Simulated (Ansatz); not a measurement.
**A barrier at the coupled-cluster level**

Start structure (CH₉GeN, closed shell), relaxed at PBE0-D4/def2-TZVP:

```
atom    x (Å)    y (Å)    z (Å)
 Ge1  -1.8942   0.8300   0.2670
  H2  -0.9483   0.9637   1.4666
  H3  -1.1869   1.2257  -1.0347
  H4  -3.0681   1.8126   0.4820
  H5  -2.4761  -0.5846   0.1743
  H6   0.6676  -1.7364   0.5844
  N7   0.5845  -1.0599  -0.1636
  C8   1.7303  -0.1668  -0.1854
  H9   0.5166  -1.5815  -1.0280
 H10   1.7668   0.3960   0.7501
 H11   1.6052   0.5605  -0.9907
 H12   2.7028  -0.6592  -0.3221
```

The step: CH₅N ([CH3][NH2]) + GeH₄ → CH₇GeN ([CH3][NH][GeH3]) + H₂; bonds formed: Ge1–N7, H2–H6; bonds broken: Ge1–H2, H6–N7. Ansatz 0.2.0; basis: def2-TZVPP and def2-QZVPP; cores frozen in the correlated methods. Filled d shells of the heavier atoms are correlated. The def2 sets are not built for correlating such inner shells, so the correlated values are less sure here. Extrapolation: Hartree–Fock as exp(−7.88 √X), correlation as X^−2.97. Energies below are by CCSD(T) at an estimated basis limit (MP2 extrapolated from triple and quadruple zeta, plus CCSD(T) − MP2 in triple zeta).

Question: What are the electronic barrier and the energy of the step, from the start structure to the end structure? (To be estimated.)

Answer: The calculation gives: Barrier 51.77 kcal/mol; step energy 6.75 kcal/mol (uphill); reverse barrier, their difference, 45.02 kcal/mol. Barrier and step energy count from the start structure, the reverse barrier from the end structure.

The saddle point: One imaginary mode of 1261i cm⁻¹.
| pair | start (Å) | saddle (Å) | end (Å) |
| --- | --- | --- | --- |
| Ge1–N7 | 3.15 | 1.99 | 1.84 |
| H2–H6 | 3.27 | 1.19 | 0.75 |
| Ge1–H2 | 1.53 | 2.09 | 4.34 |
| H6–N7 | 1.01 | 1.17 | 2.58 |

Zero-point energy (harmonic, PBE0-D4): ZPE is 59.96 kcal/mol at the start and 57.00 kcal/mol at the saddle, so the barrier goes from 51.77 to 48.81 kcal/mol.

T1 diagnostic: at most 0.013.

Labels in which every atom is bracketed show which atoms are joined, not bond orders.

For scale, one of the runs: CCSD(T)/def2-TZVPP, 236 basis functions, launched by `ansatz run in.yaml --threads 4 --pin off --events-out ev --progress --plain --max-ram 9574MiB`. Time: 120 s of wall clock on 4 CPU threads of an Arm Neoverse V2; the host was shared. Peak host memory: 4.4 GiB.
